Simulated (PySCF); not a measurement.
MgF, SMILES [F][Mg+], charge +1.

Coordinates come from a PBE0-D3(BJ)/def2-TZVPD optimisation. The multiplicity is an assumed one; other spin states were not compared.

Level of theory: TDDFT-B3LYP/def2-TZVPD in PySCF.

Vertical excitations; the highest root listed may be one member of a degenerate set. The molecule is in vacuum. State labels are in the subgroup C2v.

Computed UV-visible absorptions:
```json
[
 {"state": "S1", "symmetry": "B2", "energy (eV)": "3.84", "λ (nm)": "323", "f": "0.007", "main pairs": "HOMO→LUMO (degenerate set)"},
 {"state": "S2", "symmetry": "B1", "energy (eV)": "3.84", "λ (nm)": "323", "f": "0.007", "main pairs": "HOMO−1→LUMO (degenerate set)"},
 {"state": "S3", "symmetry": "A1", "energy (eV)": "5.21", "λ (nm)": "238", "f": "0.088", "main pairs": "HOMO−2→LUMO 97 %"},
 {"state": "S4", "symmetry": "A2", "energy (eV)": "8.00", "λ (nm)": "155", "f": "0.000", "main pairs": "HOMO−1→LUMO+2 50 %, HOMO→LUMO+1 50 %"},
 {"state": "S5", "symmetry": "A1", "energy (eV)": "8.00", "λ (nm)": "155", "f": "0.000", "main pairs": "HOMO→LUMO+2, HOMO−1→LUMO+1 (degenerate set)"},
 {"state": "S6", "symmetry": "A2", "energy (eV)": "8.00", "λ (nm)": "155", "f": "0.000", "main pairs": "HOMO→LUMO+1, HOMO−1→LUMO+2 (degenerate set)"},
 {"state": "S7", "symmetry": "A1", "energy (eV)": "8.70", "λ (nm)": "143", "f": "0.097", "main pairs": "HOMO−1→LUMO+1 47 %, HOMO→LUMO+2 47 %"},
 {"state": "S8", "symmetry": "B1", "energy (eV)": "8.81", "λ (nm)": "141", "f": "0.042", "main pairs": "HOMO−2→LUMO+1 (degenerate set)"},
 {"state": "S9", "symmetry": "B2", "energy (eV)": "8.81", "λ (nm)": "141", "f": "0.042", "main pairs": "HOMO−2→LUMO+2 (degenerate set)"},
 {"state": "S10", "symmetry": "B1", "energy (eV)": "9.58", "λ (nm)": "129", "f": "0.068", "main pairs": "HOMO−1→LUMO+3 98 %"},
 {"state": "T1", "symmetry": "B1", "energy (eV)": "3.66", "λ (nm)": "339", "f": "0", "main pairs": "HOMO−1→LUMO (degenerate set)"},
 {"state": "T2", "symmetry": "B2", "energy (eV)": "3.66", "λ (nm)": "339", "f": "0", "main pairs": "HOMO→LUMO (degenerate set)"},
 {"state": "T3", "symmetry": "A1", "energy (eV)": "4.32", "λ (nm)": "287", "f": "0", "main pairs": "HOMO−2→LUMO 99 %"},
 {"state": "T4", "symmetry": "A1", "energy (eV)": "7.77", "λ (nm)": "160", "f": "0", "main pairs": "HOMO−1→LUMO+1 49 %, HOMO→LUMO+2 49 %"}
]
```
Triplets are in the Tamm–Dancoff approximation, which puts them higher than full response would, so one can lie above its singlet here.
